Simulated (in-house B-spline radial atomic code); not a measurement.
## Ionising the tungsten ion W⁸⁺ with different functionals

Computed with a B-spline radial code for spherical atoms: scalar-relativistic (spin-free X2C) Hamiltonian, Fermi nucleus of rms radius 5.3658 fm, spin-polarised at highest spin, spherical fractional occupations for the functionals, the average over the highest-spin determinants for Hartree-Fock. The ionisation energy is the difference of two self-consistent energies, [Kr] 4d10 4f14 5s2 5p4 → [Kr] 4d10 4f14 5s2 5p3, without Breit or QED terms; ε is the level of the shell that loses the electron (its least bound occupied spin orbital). There is no spin-orbit coupling in this Hamiltonian.

Hybrids are left out here: with spherical fractional occupations of an open shell their exact exchange keeps a self-interaction that integer-occupation calculations don't have.

| method | rung | ΔSCF (eV) | -ε(5p) (eV) |
| --- | --- | --- | --- |
| Hartree-Fock | Hartree-Fock | 158.18 | 158.84 |
| LDA VWN5 | LDA | 161.69 | 152.51 |
| LDA PW92 | LDA | 161.69 | 152.51 |
| LDA exchange-only | LDA | 159.42 | 150.36 |
| PBE | GGA | 160.88 | 151.79 |
| PBEsol | GGA | 160.97 | 151.91 |
| BLYP | GGA | 160.96 | 151.77 |
| RPBE | GGA | ? | ? |
| PW91 | GGA | 161.08 | 151.98 |
| BP86 | GGA | 161.14 | 152.03 |
| AM05 | GGA | 161.03 | 151.97 |
| OLYP | GGA | 160.66 | 151.74 |
| TPSS | meta-GGA | 160.69 | 151.75 |
| SCAN | meta-GGA | ? | ? |
| r2SCAN | meta-GGA | 160.49 | 151.80 |
| revTPSS | meta-GGA | 160.66 | 151.76 |

(1) What does SCAN give?

(2) What does RPBE give?

(3) How do they compare with the NIST value?

Results:

(1) ΔSCF 161.47 eV, and -ε(5p) = 153.06 eV.

(2) ΔSCF 160.62 eV, and -ε(5p) = 151.59 eV.

(3) NIST lists 160 eV ± 1.2 (semi-empirical, ground level to ground level). Errors run from -2.02 to +1.49 eV; all lie within about twice that uncertainty, so the table can't rank the methods. Hartree-Fock also lacks correlation.
